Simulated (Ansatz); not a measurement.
Start from `[F][GeH]([Cl])[O][SiH3]` and change one atom or group to get `N#[C][GeH]([F])[Cl]`.

Ansatz, PBE0-D4/def2-TZVP geometries, multiplicity 1. Each molecule was computed in one conformer, which needn't be the lowest.

Scalar relativity is left out up to krypton.

```csv
property,`[F][GeH]([Cl])[O][SiH3]`
size of the dipole moment (ωB97M-V/def2-TZVPP) / D,1.46
HOMO energy (PBE0/def2-TZVPP) / eV,-9.15
HOMO–LUMO gap (ωB97M-V/def2-TZVPP) / eV,12.74
HOMO–LUMO gap (PBE/def2-TZVPP) / eV,6.05
size of the dipole moment (PBE/def2-TZVPP) / D,1.38
LUMO energy (B3LYP/def2-TZVPP) / eV,-0.94
```

Task: What does the change do to each property? (An estimate is asked.)

Result: Ansatz gave: 
```json
{"property": "size of the dipole moment (ωB97M-V/def2-TZVPP) / D", "`N#[C][GeH]([F])[Cl]`": "2.99", "shift": "1.53"}
{"property": "HOMO energy (PBE0/def2-TZVPP) / eV", "`N#[C][GeH]([F])[Cl]`": "-10.04", "shift": "-0.89"}
{"property": "HOMO–LUMO gap (ωB97M-V/def2-TZVPP) / eV", "`N#[C][GeH]([F])[Cl]`": "12.87", "shift": "0.13"}
{"property": "HOMO–LUMO gap (PBE/def2-TZVPP) / eV", "`N#[C][GeH]([F])[Cl]`": "6.10", "shift": "0.05"}
{"property": "size of the dipole moment (PBE/def2-TZVPP) / D", "`N#[C][GeH]([F])[Cl]`": "2.86", "shift": "1.48"}
{"property": "LUMO energy (B3LYP/def2-TZVPP) / eV", "`N#[C][GeH]([F])[Cl]`": "-1.76", "shift": "-0.82"}
```

The zero-point energy changes by -56.5 kJ/mol with -9 modes. Dipoles are sizes alone; their direction can turn.

B3LYP here is the variant with VWN-RPA as its local correlation; programs differ in this.
